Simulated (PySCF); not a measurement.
disilinane (C4H12Si2), SMILES C1CC[SiH2][SiH2]C1.

The structure is a stationary point at TPSSh-D3(BJ)/def2-SVP. The values are those of a single conformer.

All values below come from PBE/def2-TZVP (PySCF).

The molecule is in vacuum.

The total energy is -738.17841 hartree, the point group comes out as C2 and the highest occupied level is -6.29 eV. The lowest empty level comes out as -0.54 eV and the orbital gap is 5.74 eV. The dipole moment is 1.37 D and the quadrupole, principal values (traceless, Buckingham form, about the centre of nuclear charge) is -1.05, -0.61, 1.66 D·Å.
